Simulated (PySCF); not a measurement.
# Field gradients at the hydrogen positions

Compound: C5H14N2Si.
Structure used (GFN2-xTB), in Å, numbered top down from 1:
```xyz
22
C5H14N2Si angstrom
C     -1.825   -1.040   -1.077
N     -0.512   -0.419   -1.029
C     -0.209    0.351    0.178
C     -0.581   -0.385    1.462
C     -0.778    1.717    0.158
N     -1.192    2.229   -0.917
Si     1.716    0.535    0.041
C      2.471   -1.200    0.068
H     -1.882   -1.837   -0.336
H     -1.956   -1.483   -2.064
H     -2.648   -0.333   -0.902
H     -0.459    0.247   -1.796
H     -0.152    0.126    2.321
H     -0.195   -1.400    1.434
H     -1.661   -0.427    1.597
H     -0.743    2.240    1.126
H     -1.514    3.191   -0.852
H      2.216    1.338    1.171
H      2.004    1.233   -1.213
H      3.521   -1.158   -0.200
H      2.402   -1.655    1.052
H      1.967   -1.851   -0.639
```

Level: PBE0/pcSseg-1 (PySCF, non-relativistic); Q(2H) = 0.00286 b; rigid geometry, the same for H and D, with no vibrational averaging.

Problem. Rank these positions by the coupling χzz of a deuteron there, largest first.
A. H15 (methyl hydrogen)
B. H18 (Si–H hydrogen)
C. H12 (N–H hydrogen)
D. H21 (methyl hydrogen)
E. H17 (N–H hydrogen)
F. H16 (hydrogen on a C=N carbon)

Solution. E (265 kHz), C (250 kHz), D (220 kHz), A (209 kHz), F (192 kHz), B (105 kHz).

Problem. Tabulate Vzz, the asymmetry η and χzz = 234.96 MHz × Q × Vzz for every hydrogen position.

Solution. 
| atom | bonded to | bond length (Å) | Vzz (au) | η | χzz (kHz) |
| --- | --- | --- | --- | --- | --- |
| H9 | C1 | 1.090 | 0.3074 | 0.05 | 207 |
| H10 | C1 | 1.090 | 0.3087 | 0.05 | 207 |
| H11 | C1 | 1.098 | 0.2908 | 0.04 | 195 |
| H12 | N2 | 1.017 | 0.3725 | 0.22 | 250 |
| H13 | C4 | 1.088 | 0.3135 | 0.02 | 211 |
| H14 | C4 | 1.087 | 0.3158 | 0.01 | 212 |
| H15 | C4 | 1.089 | 0.3105 | 0.02 | 209 |
| H16 | C5 | 1.101 | 0.2851 | 0.04 | 192 |
| H17 | N6 | 1.017 | 0.3946 | 0.02 | 265 |
| H18 | Si7 | 1.473 | 0.1569 | 0.01 | 105 |
| H19 | Si7 | 1.464 | 0.1629 | 0.01 | 109 |
| H20 | C8 | 1.085 | 0.3286 | 0.01 | 221 |
| H21 | C8 | 1.086 | 0.3268 | 0.01 | 220 |
| H22 | C8 | 1.085 | 0.3232 | 0.03 | 217 |

Problem. Average by the element that carries the hydrogen.

Solution. on C: 209 kHz over 10 positions, mean bond length 1.090 Å; on N: 258 kHz over 2 positions, mean bond length 1.017 Å; on Si: 107 kHz over 2 positions, mean bond length 1.468 Å.

Problem. How does χzz go with the bond length over the 10 C–H bonds?

Solution. A straight-line fit has a slope of -17.2 kHz for each 0.01 Å, with a correlation coefficient of -0.97, over lengths from 1.085 to 1.101 Å. The longer bonds have the smaller couplings here.

Problem. Give the 2H NMR doublet splittings at H22 for a magnetic field along the z, y and x axes of the gradient: 3χ/2, 3χ(1 + η)/4, 3χ(1 − η)/4.

Solution. With |χ| = 217.2 kHz and η = 0.032: 326, 168 and 158 kHz, to first order and without motion.

Geometry: GFN2-xTB, one conformer, isolated molecule. GFN2-xTB bond lengths can be off by several hundredths of an ångström, more for odd bonds, and the gradients follow them. These gradients aren't converged with respect to the basis.
